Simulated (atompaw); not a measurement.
Cr: one change to a PAW (atompaw) potential, before and after

```
Element                 : chromium
Generator               : atompaw 4.2.0.5
Type                    : PAW
Functional              : PBE
Relativity              : scalar-relativistic
Frozen core             : [Ar]
Valence charge          : 6
Reference configuration : 3d5 4s0 4p0 (charge +1)
Partial waves           : 4s (bound, empty): rc 2.80 bohr; 4s channel at 0.75 Ry: rc 2.80 bohr; 4p (bound, empty): rc 2.80 bohr; 4p channel at 0.05 Ry: rc 2.65 bohr; 3d (bound): rc 1.85 bohr; 3d channel at 2.4 Ry: rc 1.85 bohr
Local potential         : troulliermartins scheme with l = 3 at 0 Ry, radius 2.25 bohr
Core correction         : smooth core density matched at 2.70 bohr
Augmentation charge     : sinc compensation charge, radius 2.20 bohr; PAW radius 2.80 bohr; waves and projectors: custom rrkj gramschmidtortho
```

Change: local potential bessel scheme, radius 2.25 bohr.

Cutoffs: the cutoffs (Ry, on a coarse ladder) from which the occupation-weighted sum of valence levels, in a spherical-Bessel basis at the reference potential, stays within 10 and 1 mRy of its value at 400 Ry; they do not see the model core or the augmentation charge, which bear on the density cutoff.

Task: What does the change do?

Result: The potential gets neither clearly harder nor softer (30 Ry and 45 Ry → 30 Ry and 45 Ry); the range in which the s phases agree widens (upper end 1.2 → 3.0); the range in which the d phases agree narrows (upper end at the end of the scan → 0.8); neither file shows a bound ghost.

| quantity | base | changed |
| --- | --- | --- |
| cutoff, loose | 30 Ry | 30 Ry |
| cutoff, tight | 45 Ry | 45 Ry |
| bound ghosts | none | none |
| s: phases at 2.81 bohr within 0.05 rad from the reference energy up to (Ry; the scan ends near 5) | 1.2 | 3.0 |
| p: phases at 2.81 bohr within 0.05 rad from the reference energy up to (Ry; the scan ends near 5) | 2.4 | 3.1 |
| d: phases at 2.81 bohr within 0.05 rad from the reference energy up to (Ry; the scan ends near 5) | to the end of the scan | 0.8 |
| lowest overlap eigenvalue by channel | s 0.38, p 0.90, d 0.87 | s 0.46, p 0.90, d 0.76 |

 The cutoffs see the waves, projectors and local potential, not the compensation charge or the core.
